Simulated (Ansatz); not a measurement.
Relaxation of GeIH3 (GeH₃I) with RKS PBE0-D4/def2-TZVP.

```sh
$ ansatz run in.yaml --threads 4 --pin off --events-out ev --progress --plain --max-ram 3916MiB
```

```yaml
crystal:
  periodic: [false, false, false]
  atoms:
    - {symbol: Ge, position_ang: [-0.002090, 0.001620, -0.221590]}
    - {symbol: I, position_ang: [0.014380, -0.020210, 2.252980]}
    - {symbol: H, position_ang: [1.420760, 0.011040, -0.684100]}
    - {symbol: H, position_ang: [-0.720390, 1.237980, -0.662000]}
    - {symbol: H, position_ang: [-0.712660, -1.230430, -0.685290]}
basis:
  gaussian: {orbitals: def2-TZVP}
hamiltonian: {xc: pbe0, dispersion: d4}
scf: {lower_state_search: "off"}
output: {orbitals: {seedname: orbitals}}
relax: {f_tol: 0.02, max_steps: 100}
```

Hardware: 4 threads of Intel Xeon on a shared host. Wall time 7 s.

Positions (Å) and forces (eV/Å) at steps 1, 2, 3, 4, 5 of 5:

```xyz
5
step=1 energy=-64662.2006 eV
Ge   -0.002    0.002   -0.222    0.007    0.005    0.113
I     0.014   -0.020    2.253    0.000   -0.006    0.498
H     1.421    0.011   -0.684    0.652    0.003   -0.209
H    -0.720    1.238   -0.662   -0.331    0.566   -0.196
H    -0.713   -1.230   -0.685   -0.328   -0.568   -0.206
5
step=2 energy=-64662.2389 eV
Ge   -0.001    0.002   -0.233   -0.001   -0.004    0.380
I     0.013   -0.021    2.314    0.000    0.004   -0.358
H     1.450    0.011   -0.703    0.115    0.001   -0.006
H    -0.735    1.263   -0.678   -0.057    0.099   -0.006
H    -0.727   -1.255   -0.700   -0.057   -0.100   -0.010
5
step=3 energy=-64662.2455 eV
Ge   -0.002    0.002   -0.235    0.002    0.000    0.105
I     0.014   -0.021    2.284   -0.001    0.000   -0.021
H     1.460    0.011   -0.691   -0.012    0.000   -0.029
H    -0.740    1.272   -0.667    0.006   -0.010   -0.028
H    -0.732   -1.264   -0.691    0.005    0.010   -0.027
5
step=4 energy=-64662.2460 eV
Ge   -0.001    0.002   -0.222    0.000    0.000   -0.051
I     0.013   -0.021    2.290    0.000    0.000    0.011
H     1.456    0.011   -0.698   -0.003    0.000    0.013
H    -0.738    1.268   -0.673    0.002   -0.003    0.013
H    -0.730   -1.260   -0.697    0.002    0.003    0.013
5
step=5 energy=-64662.2461 eV
Ge   -0.001    0.002   -0.226    0.000    0.000    0.000
I     0.013   -0.021    2.288    0.000    0.000    0.000
H     1.457    0.011   -0.696    0.000    0.000    0.000
H    -0.738    1.269   -0.672    0.000    0.000    0.000
H    -0.730   -1.261   -0.695    0.000    0.000    0.000
```

In the def2 sets I takes a core potential; there is no spin–orbit coupling.
